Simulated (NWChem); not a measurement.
System: 1,1,1-trifluoroethane (C2H3F3); SMILES CC(F)(F)F

Results from NWChem. Medium grid unless said otherwise, to which SCAN and Minnesota functionals are sensitive. The geometry was optimised at PBE0/def2-SVP. Computed dipoles belong to the equilibrium geometry; the measured one is vibrationally averaged.

Measured dipole moment: 2.32 D (NIST CCCBDB, as tabulated in the package chemicals).

| level | dipole moment (D) | computed − measured | relative time (rough) |
|---|---|---|---|
| LDA (Slater exchange, VWN5)/def2-TZVPD | 2.23 | -0.09 | 1 |
| PBE/def2-TZVPD | 2.15 | -0.17 | 1 |
| BLYP/def2-TZVPD | 2.18 | -0.14 | 1 |
| TPSS/def2-TZVPD | 2.18 | -0.14 | 1 |
| r2SCAN/def2-TZVPD | 2.21 | -0.11 | 1 |
| B3LYP/def2-TZVPD | 2.28 | -0.04 | 1 |
| PBE0/def2-TZVPD | 2.26 | -0.06 | 1 |
| M06-2X/def2-TZVPD | 2.34 | +0.02 | 1 |
| CAM-B3LYP/def2-TZVPD | 2.33 | +0.01 | 20 |
| Hartree-Fock/def2-TZVPD | 2.48 | +0.16 | 1 |
